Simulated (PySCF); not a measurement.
# Levels of Tb³⁴⁺ from EOM-EA-GCCSD

Reference: closed-shell Tb³⁵⁺, [Ar] 3d10 4s2; one electron is added. Calculated with PySCF 2.14, two-component X2C-1e with screened spin-orbit coupling, an even-tempered Gaussian basis (19 s from 1.6 bohr⁻², ratio 2.6; 15 p from 2 bohr⁻², ratio 2.6; 10 d from 2 bohr⁻², ratio 2.6; 6 f from 2.1 bohr⁻², ratio 2.8); frozen [Ar]; the 94 highest virtual spinors dropped; of the others 68 kept and the rest restored at second order. No Breit or QED terms. Binding energies in eV.

| level | Koopmans | second order | EOM-CCSD |
| --- | --- | --- | --- |
| 4p1/2 | 1442.4 | 1444.0 | 1443.8 |
| 4p3/2 | 1392.9 | 1394.6 | 1394.6 |

For comparison, the ionisation energy of Tb³⁴⁺ is 1443 ± 5 eV (theoretical estimate listed by NIST; NIST Atomic Spectra Database, ionization energies).
